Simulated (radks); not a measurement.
Q: The table gives one normalised radial function P(r) = r R(r) of H in 1s1 (r in bohr). Calculated with a radial shooting solver on a logarithmic mesh with Libxc functionals: non-relativistic Kohn-Sham, HCTH/407, spin-polarised, spherical densities, point nucleus; open shells are filled with parallel spins first.

r,P
0.05398,0.1028
0.06284,0.1187
0.07316,0.1368
0.08517,0.1573
0.09915,0.1806
0.1154,0.2068
0.1344,0.2363
0.1564,0.2691
0.1821,0.3052
0.212,0.3448
0.2468,0.3876
0.2873,0.4331
0.3345,0.4807
0.3894,0.5293
0.4533,0.5775
0.5278,0.6234
0.6144,0.6647
0.7153,0.6987
0.8327,0.7223
0.9694,0.7325
1.128,0.7266
1.314,0.7023
1.529,0.6587
1.78,0.5962
2.073,0.5176
2.413,0.4287
2.809,0.3374
3.27,0.2520
3.807,0.1787
4.432,0.1197
5.16,0.0747
6.007,0.0424

Which n and l does it have? It may be an empty orbital.

A: n = 1, l = 0: the number of nodes gives n - l - 1 = 0, the rise at small r (about r^(l+1)) gives l, and the extent must fit the shell. The curve is that of 1s up; the table hardly tells the two spins apart. 1s up: eigenvalue -7.746 eV, 0 radial nodes, <r> = 1.52 bohr, 90 % of the charge inside 2.72 bohr.
